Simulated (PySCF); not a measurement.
## A series of derivatives of C=COC(F)(F)F

Parent skeleton `[CH2:1]=[CH:2][O:3][C:4]([F:5])([F:6])[F:7]`; one hydrogen on atom 2 is replaced by X. Hydrogens on one atom are averaged.

PySCF calculation with geometry: GFN2-xTB and GIAO PBE0/pcSseg-1 shieldings; one averaged value for each set of equivalent atoms, in vacuum, a single conformation, relativity neglected.

δ = σ(ref) − σ, references computed at the same level: TMS for ¹³C (186.93 ppm), ¹H (31.72 ppm); ¹⁷O (336.08 ppm) vs H2O; ¹⁹F (170.95 ppm) vs CFCl3.

Parent (X = H): C1 103.7, C2 150.4, O3 172.8, C4 130.1, F5/F6/F7 -73.7, H(C1) 5.17 ppm. Effects are Δδ = δ(X) − δ(H), positive for deshielding.

Known members:
```csv
X,C1,C2,O3,C4,F5/F6/F7,H(C1)
ethynyl,+12.7,-6.3,+5.8,-0.7,+9.1,+0.47
CH2Cl,+9.7,+10.4,-0.3,-0.7,+6.0,+0.68
propynyl,+8.4,-5.1,+7.0,-0.5,+9.3,+0.20
```

Four more derivatives gave (Δδ, ppm):
```csv
compound,C1,C2,O3,C4,F5/F6/F7,H(C1)
1,+0.4,+10.7,+7.7,+0.0,+1.8,-0.01
2,-14.3,+18.8,+12.9,-0.7,+2.0,-0.69
3,+2.1,+9.6,+3.7,-0.5,-0.9,+0.58
4,-18.3,+8.7,+4.2,-1.5,+7.0,+0.16
```

**Question.** Their substituents are CHF2, OCOCH3, allyl, cPr. Which is which?

**Answer.** 1: X = allyl (C=CCC(=C)OC(F)(F)F); 2: X = cPr (C=C(OC(F)(F)F)C1CC1); 3: X = CHF2 (C=C(OC(F)(F)F)C(F)F); 4: X = OCOCH3 (C=C(OC(C)=O)OC(F)(F)F).

Unscaled 19F shifts against computed CFCl3 carry errors that often reach 10 to 50 ppm. Experimental scales use liquid or dissolved standards, which lie at an offset from isolated H2O (liquid H2O: subtract about 36 ppm).
